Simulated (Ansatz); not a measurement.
Breaking a bond: GeGa (cation, charge +1), lowest singlet found (which spin is the ground state isn't settled by this scan).

Computed with: RHF/aug-cc-pVDZ (Ansatz, a first-principles code); RMP2 = Ansatz with MP2 on RHF/aug-cc-pVDZ, cores with 3d frozen; RCCSD = CCSD on RHF/aug-cc-pVDZ, cores with 3d frozen (Ansatz); RCCSD(T) = CCSD(T) on RHF/aug-cc-pVDZ, cores with 3d frozen (Ansatz); RCCSDT = CCSDT on RHF/aug-cc-pVDZ, cores with 3d frozen run with Ansatz; RCCSDT(Q) = Ansatz with CCSDT(Q) on RHF/aug-cc-pVDZ, cores with 3d frozen; RKS-BLYP = restricted BLYP/aug-cc-pVDZ (Ansatz); RKS-B3LYP = restricted B3LYP/aug-cc-pVDZ in Ansatz; RKS-PBE = restricted PBE/aug-cc-pVDZ (Ansatz); FCI = full CI/aug-cc-pVDZ, cores with 3d frozen in Ansatz.

All curves are set to zero at 3.28 Å and compared with full CI in the same basis at 3.28, 3.51, 3.91, 4.28, 4.78, 5.38, 6.02, 7.09, 8.22 Å.

**Question.** Which method stays most parallel to full CI over these points, and which least?

**Answer.** RCCSDT(Q) has the smallest spread and RKS-BLYP the largest. In order (kcal/mol): RCCSDT(Q) 0.34, RCCSD 0.52, RCCSD(T) 0.58, RCCSDT 0.77, RKS-B3LYP 1.16, RHF 1.49, RKS-PBE 3.19, RMP2 3.52, RKS-BLYP 6.36.

Errors against full CI at some of the points (kcal/mol):

```json
[
 {"method": "RCCSDT(Q)", "4.28 Å": "0.0", "4.78 Å": "0.1", "7.09 Å": "0.3", "8.22 Å": "0.3"},
 {"method": "RCCSD", "4.28 Å": "0.0", "4.78 Å": "-0.1", "7.09 Å": "0.2", "8.22 Å": "0.4"},
 {"method": "RCCSD(T)", "4.28 Å": "0.0", "4.78 Å": "0.1", "7.09 Å": "0.5", "8.22 Å": "0.6"},
 {"method": "RCCSDT", "4.28 Å": "0.1", "4.78 Å": "0.2", "7.09 Å": "0.6", "8.22 Å": "0.8"},
 {"method": "RKS-B3LYP", "4.28 Å": "0.0", "4.78 Å": "-0.3", "7.09 Å": "-0.6", "8.22 Å": "-1.0"},
 {"method": "RHF", "4.28 Å": "-0.8", "4.78 Å": "-1.2", "7.09 Å": "-0.8", "8.22 Å": "-0.4"},
 {"method": "RKS-PBE", "4.28 Å": "0.2", "4.78 Å": "-0.2", "7.09 Å": "-1.9", "8.22 Å": "-2.8"},
 {"method": "RMP2", "4.28 Å": "0.6", "4.78 Å": "0.9", "7.09 Å": "3.0", "8.22 Å": "3.5"},
 {"method": "RKS-BLYP", "4.28 Å": "-1.6", "4.78 Å": "-2.6", "7.09 Å": "-5.3", "8.22 Å": "-6.4"}
]
```

The scan ran from 1.74 to 8.22 Å; beyond the distances shown full CI changes its symmetry label. The restricted form behind RHF, RMP2, RKS-BLYP, RKS-B3LYP, RKS-PBE keeps the bonding electrons paired and can't separate into open-shell fragments. Also computed but left out beside FCI, since their determinant holds another spin at the minimum (<S²> over 0.7 above the pure value): UHF, UCCSD, UCCSD(T), UKS-BLYP, UKS-B3LYP, UKS-PBE, UKS-B3LYP/6-31G*, UHF/3-21G.
